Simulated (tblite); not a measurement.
Start geometry of `O=C=C(C=O)S[SiH2]C=O` from a force field or distance geometry (Å):
```
atom  x, y, z in Å
O1    -1.2124   -1.8194    1.6556
C2    -1.4081   -0.9961    0.7079
C3    -1.5656   -0.1429   -0.2633
C4    -2.9333    0.2792   -0.6266
O5    -3.1362    0.9313   -1.6712
S6    -0.2198    0.5399   -1.1847
Si7    1.5673   -0.3297   -0.3366
C8     2.8475    0.9895   -0.3841
O9     4.0330    0.6737   -0.5479
H10   -3.7719    0.0063    0.0386
H11    1.9521   -1.5806   -0.9636
H12    1.2883   -0.5993    1.1054
H13    2.5547    2.0485   -0.2699
```

**Question.** What comes out of this run: GFN2-xTB geometry optimisation, gas phase in tblite?

**Answer.** 
```
atom  x, y, z in Å
O1    -3.1372   -0.2484    2.4370
C2    -2.4160   -0.3097    1.5417
C3    -1.5401   -0.3401    0.5607
C4    -1.7073   -0.9098   -0.7310
O5    -0.8407   -0.8872   -1.5887
S6     0.0314    0.4375    0.9447
Si7    1.0777    0.1419   -0.9607
C8     2.6949    1.0426   -0.3863
O9     3.7529    0.8325   -0.9202
H10   -2.6766   -1.3834   -0.9296
H11    0.5798    1.0562   -1.9818
H12    1.5326   -1.2248   -1.1587
H13    2.6442    1.7931    0.4328
```

The energy falls by 30.6 kcal/mol over 262 L-BFGS steps, the largest force on an atom goes from 7.80 to 0.009 eV/Å, and the atoms move by 1.873 Å rms after alignment. The bond that changes most is O1=C2 (ends: oxygen bonded to C; central carbon of a ketene), which shortens by 0.119 Å. Bonds longer at the end by more than 0.005 Å: 6 of 12; shorter: 6. Among the angles that change most is H11–Si7–H12, from 108.1° to 126.9°. Among the dihedrals that turn most is C4–C3–S6–Si7, from 180° to 1°. Rotational constants go from 2062, 624.0, 491.6 to 2793, 630.4, 519.5 MHz. The orientation of the end geometry is arbitrary; only internal coordinates are fixed.

The run took 3.5 s on one thread, Arm Neoverse N1 (aarch64), no GPU (shared host).

Its GFN2-xTB frequencies are all real (lowest 17 cm⁻¹). The numbers are those of one conformer. 3 starts were optimised and ended at 0.00, 7.20 and -49.50 kcal/mol (GFN2-xTB); the lowest of these is shown.

These are computed values.
